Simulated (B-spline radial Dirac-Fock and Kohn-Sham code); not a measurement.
**Photoionisation of technetium ions at Mo Kα (17479.3 eV)**

Level of theory: a relativistic central-field model (Hartree-Slater potential of the initial state, Latter tail, multipole expansion of the photon field, Dirac-Fock thresholds); a radial atomic solver. Cross sections in kb; a dash marks an empty subshell or a threshold above the photon energy.

| ion | configuration | total | 2p1/2 | 3s | 3p3/2 | 3d5/2 | 4d3/2 |
| --- | --- | --- | --- | --- | --- | --- | --- |
| Tc | [Kr] 4d5 5s2 | 3.104 | 0.474 | 0.232 | 0.133 | 0.0101 | 0.000351 |
| Tc⁴⁺ | [Kr] 4d3 | 3.104 | 0.474 | 0.232 | 0.133 | 0.0101 | 0.000279 |
| Tc⁷⁺ | [Ar] 3d10 4s2 4p6 | 3.113 | 0.474 | 0.232 | 0.133 | 0.0102 | – |

Values without a named source are computed, but for edge energies of neutral atoms, which are taken from tables.
